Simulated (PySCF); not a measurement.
# Working out the ionisation energy of Ge⁺

Ge⁺ [Ar] 3d10 4s2 4p1 (2P) → Ge²⁺ [Ar] 3d10 4s2 (1S). Computed with PySCF 2.14 in aug-cc-pVDZ-DK (6s5p3d, 36 functions), with scalar relativity by spin-free X2C-1e. Frozen: [Ar] 3d10. Energies in hartree (1 hartree = 27.21139 eV):

```
            part   Ge⁺ (lower)  Ge²⁺ (upper)
             UHF  -2096.687206  -2096.127484
CCSD correlation     -0.046217     -0.038043
             (T)     -0.000457      0.000000
```

Task: What does Hartree-Fock give?

Result: (-2096.127484) − (-2096.687206) = 0.559722 hartree = 15.231 eV.

Task: What do CCSD and CCSD(T) give?

Result: The CCSD correlation energies differ by 0.008174 hartree = 0.222 eV and the triples by 0.000457 hartree = 0.012 eV, so CCSD gives 15.453 eV and CCSD(T) 15.465 eV.

Measured between the centres of the two terms (NIST): 15.789 eV, so CCSD(T) (valence) is off by -0.324 eV.

A double-zeta basis recovers only part of the correlation energy.

What remains against the reference includes basis incompleteness, the frozen core and higher excitations.
